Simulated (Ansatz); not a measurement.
`[OH][Zn][Br]`, 4 atoms. Charge 0, multiplicity 1. Correlated methods include outer-core shells of Br, Zn, which these sets cover unevenly. Scalar relativity is left out up to krypton. All runs use 2 threads of a server CPU on a shared host. Correlated methods freeze the cores.

Problem. How many basis functions does each run have, and how long does it take in Ansatz? RKS PBE0-D4/def2-TZVP frequencies; RKS PBE0-D4/def2-TZVP relaxation (5 steps); RKS PBE0-D4/def2-SVP energy; RKS B3LYP-D4/def2-TZVPP energy and forces; RHF-MP2/def2-QZVPP energy; direct RPA on PBE orbitals/def2-TZVPP energy; RHF-CCSD(T)/def2-SVP energy; RKS BLYP-D4/def2-TZVPP energy; RKS BHLYP-D4/def2-TZVPP energy; RKS ωB97M-V/def2-SVP energy; RKS ωB97M-V/def2-QZVPP energy; RHF-CCSD(T)/def2-TZVPP energy. (An estimate is asked.)

Solution. Ansatz gave: Other jobs shared the machine, so times are rough.

| level | job | functions | wall time | peak host memory (GiB) |
| --- | --- | --- | --- | --- |
| RKS BLYP-D4/def2-TZVPP | energy | 157 | 0.95 s | 0.21 |
| RHF-CCSD(T)/def2-SVP | energy | 82 | 1.5 s | 0.23 |
| RKS PBE0-D4/def2-SVP | energy | 82 | 1.6 s | 0.18 |
| RKS BHLYP-D4/def2-TZVPP | energy | 157 | 1.8 s | 0.43 |
| RKS B3LYP-D4/def2-TZVPP | energy and forces | 157 | 2.4 s | 0.41 |
| direct RPA on PBE orbitals/def2-TZVPP | energy | 157 | 4.9 s | 0.29 |
| RKS ωB97M-V/def2-SVP | energy | 82 | 7 s | 0.25 |
| RKS PBE0-D4/def2-TZVP | relaxation (5 steps) | 133 | 11 s | 0.36 |
| RHF-CCSD(T)/def2-TZVPP | energy | 157 | 16 s | 1 |
| RHF-MP2/def2-QZVPP | energy | 276 | 22 s | 0.9 |
| RKS ωB97M-V/def2-QZVPP | energy | 276 | 22 s | 0.93 |
| RKS PBE0-D4/def2-TZVP | frequencies | 133 | 60 s | 0.37 |

B3LYP here is the variant with VWN-RPA as its local correlation; programs differ in this.
